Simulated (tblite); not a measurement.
Compound: C7H11N (charge +1 and doublet state).
SMILES with atom numbers: `[CH3:1][NH+:2][C@@:3]12[CH:4]=[CH:5][CH2:6][C@@H:7]1[CH2:8]2` (hydrogens: H9, H10, H11 on C1; H12 on N2; H13 on C4; H14 on C5; H15, H16 on C6; H17 on C7; H18, H19 on C8)

Cartesian coordinates in Å at the GFN2-xTB level; atoms count from 1:
```
atom  x, y, z in Å
C1     2.518    0.451   -0.284
N2     1.314    0.927    0.319
C3     0.143    0.237    0.459
C4    -0.990    0.848    1.159
C5    -2.163    0.453    0.647
C6    -2.015   -0.457   -0.529
C7    -0.523   -0.661   -0.665
C8     0.156   -1.322    0.452
H9     3.168   -0.036    0.452
H10    3.068    1.296   -0.697
H11    2.303   -0.261   -1.080
H12    1.368    1.818    0.797
H13   -0.855    1.543    1.967
H14   -3.130    0.762    0.999
H15   -2.544   -1.400   -0.372
H16   -2.442    0.012   -1.418
H17   -0.074   -0.645   -1.647
H18    1.123   -1.778    0.298
H19   -0.437   -1.780    1.231
```

Computed values, GFN2-xTB/tblite, gas phase, harmonic and unscaled. This tight-binding method is rough: wavenumbers can miss measured ones by several per cent, in bad cases by 10 to 20. One conformer, not necessarily the lowest. Open shells enter through the occupations alone, without spin polarisation, and single modes of such species can be off by tens of per cent.

Harmonic wavenumbers (cm⁻¹): 97.5, 124.3, 211.0, 222.9, 271.2, 395.4, 417.3, 453.9, 480.1, 550.4, 631.2, 728.4, 758.2, 773.1, 841.3, 863.0, 908.2, 933.6, 972.3, 998.0, 1026.9, 1049.1, 1054.3, 1062.5, 1096.2, 1110.2, 1128.7, 1159.6, 1195.9, 1259.5, 1266.4, 1292.2, 1338.7, 1395.6, 1415.5, 1420.2, 1425.8, 1442.1, 1460.6, 1590.7, 2920.8, 2968.0, 2989.0, 3022.5, 3031.9, 3079.6, 3084.6, 3110.4, 3133.4, 3147.8, 3399.3.

A = 4412, B = 1654, C = 1412 MHz; mass 109.089 u (most abundant isotopes); point group C1, symmetry number 1; spin multiplicity 2.

Q: Zero-point energy?

A: Half the sum of the wavenumbers: 35355 cm⁻¹ = 422.94 kJ/mol.

Q: Give the ideal-gas entropy at 500 K and 1 bar in the rigid-rotor, harmonic-oscillator model (classical rotation).

A: Translation 178.12, rotation 122.91, vibration 155.24, spin (R ln 2) 5.76: S = 462.0 J/(mol K).

Q: And Cp and H(500 K) − H(0)?

A: Cp = 225.51 J/(mol K), of which vibrations give 192.25 (their classical limit is 51 R = 424.0); H(500 K) − H(0) = 61.27 kJ/mol without the zero-point energy, 44.64 from vibrations.

Q: Which modes carry the vibrational entropy at 500 K?

A: 97.5 cm⁻¹: 18.91; 124.3 cm⁻¹: 16.91; 211.0 cm⁻¹: 12.59; 222.9 cm⁻¹: 12.15; 271.2 cm⁻¹: 10.58; 395.4 cm⁻¹: 7.68 J/(mol K); the other 45 give 76.43 together.

Q: How do the functions run with temperature in this model?

A: 
| T (K) | S (J/(mol K)) | Cp (J/(mol K)) | H − H(0) (kJ/mol) | G − H(0) (kJ/mol) | ln q(vib) |
| --- | --- | --- | --- | --- | --- |
| 50 | 233.6 | 42.4 | 1.79 | -9.89 | 0.10 |
| 100 | 268.5 | 60.2 | 4.36 | -22.49 | 0.59 |
| 298.15 | 368.1 | 141.1 | 23.84 | -85.90 | 3.82 |
| 373.15 | 403.5 | 175.3 | 35.72 | -114.83 | 5.28 |
| 750 | 567.5 | 293.7 | 126.88 | -298.76 | 13.39 |
| 1000 | 658.4 | 337.3 | 206.13 | -452.29 | 18.73 |

q(vib) and H(0) count from the zero-point level.

Hindered rotation and anharmonicity are outside this model. Other conformers, if any are populated, would add a mixing term that is left out. The structure is chiral; the term R ln 2 for an equal mix with its mirror image is left out.
